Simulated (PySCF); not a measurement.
## Unknowns

Level of theory: shieldings: GIAO PBE0/pcSseg-1, GFN2-xTB geometry, in PySCF 2.14 (relativity neglected, gas phase, one averaged value for each set of equivalent atoms, a single conformation).

Scale: ¹H and ¹³C against TMS (reference shieldings calculated alike). Splittings of carbon signals by F and P are missing where no couplings were computed. Where no couplings were computed, multiplicities follow the n + 1 count of equivalent neighbours, and m marks all less simple cases (inequivalent or close neighbours, rings, F or P nearby). Shifts are as computed. Against solution values, carbons near 30 ppm lie about +3 ppm off and those near 130 ppm about +5 ppm. Of 1309 compounds with measured shifts, 239 miss one by over three times the rms of a fit or turn the order of signals round; such compounds aren't used in these exercises.

(1) C8H7F. ¹H NMR (600 MHz, computed): δ 6.74 (m, 1H), 6.70 (m, 1H), 6.18 (m, 1H), 5.81 (m, 1H), 5.60 (m, 1H), 5.47 (m, 1H), 3.53 (d, 1H). ¹³C{¹H} NMR (computed): δ 169.3 (C), 136.9 (CH), 134.5 (CH), 126.2 (CH2), 123.7 (CH), 116.5 (CH), 102.8 (CH), 86.1 (C). Identify the compound.

(2) C4H9FOSi2. ¹H NMR (400 MHz, computed): δ 10.46 (m, 1H), 5.04 (m, 1H), 4.83 (m, 1H), 4.44 (m, 1H), 2.22 (m, 1H), 2.21 (m, 1H), 0.84 (d, 3H). ¹³C{¹H} NMR (computed): δ 211.9 (CH), 106.5 (C), 26.5 (CH2), -4.2 (CH3). Give a structure.

## Answers

(1) `C#C/C=C\C(F)=C/C=C`. Rings plus π bonds: 5 (no ring in the answer). 8 carbon signals for 8 carbons: no two carbons are equivalent. Carbon types of the structure: 2 × C, 5 × CH, 1 × CH2, which accounts for all hydrogens. δC 136.9, 134.5, 123.7, 116.5: alkene CH; as expected for a trigonal carbon in a double bond. δC 126.2: terminal =CH2 carbon; as expected for a trigonal carbon in a double bond. δC 102.8: terminal alkyne carbon; the triple bond shields along its axis, which puts it between sp3 and sp2 carbons. δC 86.1: alkyne carbon; the triple bond shields along its axis, which puts it between sp3 and sp2 carbons.

The shifts were computed for this structure.

(2) SMILES [Si@@H]1(C)C[C@](F)(C=O)[SiH2]1. The formula gives 2 degrees of unsaturation (1 ring in the answer). 4 carbon signals for 4 carbons: no two carbons are equivalent. Carbon types of the structure: 1 × C, 1 × CH, 1 × CH2, 1 × CH3, leaving 3 H on heteroatoms. δC 211.9: aldehyde carbonyl carbon; the double bond to the heteroatom, with no lone-pair donor beside it, deshields it most. δC 106.5: fully substituted sp3 carbon bonded to F and Si, α to a carbonyl; pulled downfield by the heteroatom. δH 10.46: hydrogen on an aldehyde carbonyl carbon; the formyl region, downfield of aromatic protons. δH 0.84: hydrogen on a methyl carbon bonded to Si; an electropositive neighbour shields it, as in TMS itself.

This is the structure that produced the data.
